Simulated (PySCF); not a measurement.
**Question.** What does the PBE/cc-pVDZ structure of InChI=1S/C6H6Si/c1-2-6-4-3-5-7-6/h1,3-5H,7H2 look like in three dimensions?

**Answer.** 
```xyz
13
C6H6Si angstrom
C      3.3137    0.4055   -0.5640
C      2.0966    0.2323   -0.5085
C      0.7028    0.0644   -0.3911
C     -0.1160   -0.5916   -1.2830
C     -1.5515   -0.6486   -0.9615
C     -1.9696   -0.0518    0.1936
Si    -0.4389    0.6844    1.0123
H      4.3810    0.5504   -0.6248
H      0.2700   -1.0591   -2.2031
H     -2.2360   -1.1655   -1.6552
H     -3.0215   -0.0460    0.5100
H     -0.4554    2.1887    1.1328
H     -0.0957    0.0860    2.3546
```

Any rigid rotation of these coordinates is as good. Atoms count from 1 in this order. The 5 C–C bonds span 1.231 Å (C1≡C2, drawn triple) to 1.472 Å (C4–C5, drawn single), a spread of 0.241 Å. The 5-membered ring C3–C4–C5–C6–Si7 has internal angles of 92.3° to 117.8°; it is planar, 0.00 Å rms from its mean plane, widest ring torsion 0°. The C–Si distances run from 1.886 Å (C6–Si7, drawn single) to 1.912 Å (C3–Si7, drawn single), a spread of 0.026 Å. Si7 (SiH2 silicon) has angles from 92.3° to 114.6°.

Bonds between heavy atoms (Å): C1≡C2 1.231, C2–C3 1.409, C3=C4 1.377, C4–C5 1.472, C5=C6 1.366, C6–Si7 1.886, C3–Si7 1.912.

Method used: PySCF, PBE/cc-pVDZ geometry optimisation, gas phase.

Point group: Cs (tolerance 0.08 Å). Not checked by PBE/cc-pVDZ frequencies.
